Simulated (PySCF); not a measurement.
C₃H₆O₃Sn, SMILES [OH][Sn]([CH2]C#C)([OH])[OH] (connectivity only; charge and spin as stated), charge -1, multiplicity 2. Atoms are numbered in the order given.

```xyz
13

O     -0.3169     1.5982    -0.7449
Sn    -0.2217    -0.4440    -0.3624
O     -1.5551    -0.7372     1.2132
O     -1.7187    -0.7307    -1.8330
C      1.5474    -0.2237     1.5380
C      2.1392     1.0486     1.4538
C      2.6043     2.1739     1.3048
H      0.3596     2.0668    -0.2394
H     -2.4397    -0.7537     0.8272
H     -1.8442     0.1510    -2.2116
H      0.7635    -0.3652     2.2881
H      2.2027    -1.0857     1.3886
H      3.0236     3.1532     1.2055
```
Charge -1, spin multiplicity 2.

Geometry optimised at B3LYP-D3(BJ)/def2-SVPD. The def2 effective core potentials stand for the cores of Sn; spin–orbit coupling is left out. The values are those of a single conformer.

Level of theory: PBE/def2-SVPD in PySCF.

Mulliken values depend strongly on the basis, most of all with diffuse functions as here. ESP charges are fitted to the potential on shells at 1.4 to 2.0 van der Waals radii. Atomic charges (e):

```
atom  ESP fit  Mulliken  Mulliken spin
----  -------  --------  -------------
O1      -0.77     -0.79           0.00
Sn2      0.52      1.17           0.48
O3      -0.77     -0.70           0.01
O4      -0.81     -0.69           0.05
C5        [?]     -0.23           0.41
C6       0.49      1.28          -0.15
C7        [?]     -0.95           0.26
H8        [?]      0.10           0.00
H9        [?]      0.05           0.00
H10       [?]      0.16           0.00
H11      0.35     -0.04          -0.03
H12      0.24     -0.14          -0.03
H13       [?]     -0.22           0.00
```

**Question.** What belongs in the gaps? (An estimate is asked for; the answer gives what the named calculation found.)

**Answer.** 
- C5, ESP fit: -0.97
- C7, ESP fit: -0.79
- H8, ESP fit: 0.41
- H9, ESP fit: 0.40
- H10, ESP fit: 0.40
- H13, ESP fit: 0.31
